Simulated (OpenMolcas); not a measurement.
Mo3+ among 6 point charges of -1.7 e arranged as a trigonal prism (D3h), with a polar angle of 42.7° against the regular 49.1°. The active orbitals were held to one l.

```
Program             : OpenMolcas
Method              : CASSCF
Basis               : ANO-RCC-VDZP [6s5p3d1f]
Scalar Hamiltonian  : DKH2, point nucleus
Active space        : 3 electrons in 5 orbitals (4d)
State averaging     : 2S+1 = 4 even, 10 roots; 2S+1 = 2 even, 40 roots
Spin-orbit coupling : state interaction with AMFI integrals over the reference wave functions
```

All point charges move together. At R = 1.86 Å the first state of the same spin is 7581 cm-1, and at R = 1.98 Å it is 5964 cm-1.

A third run gives 4297 cm-1. What distance was it run at?

With a power law R^-n the two known points give n = -ln(5964 / 7581) / ln(1.98 / 1.86) = 3.84. Then R = 1.86 × (7581 / 4297)^(1/3.84) = 2.156 Å. The run was at 2.16 Å, so the estimate is off by -0.004 Å.

Without dynamic correlation the repulsion within the d shell is too large (B by tens of per cent), so at a given field states of lower spin stand too high. Point charges carry no covalency, so the field is a model and not that of real ligands. An unlabelled pair can be two single states that coincide in this model. No measured value stands beside these numbers.
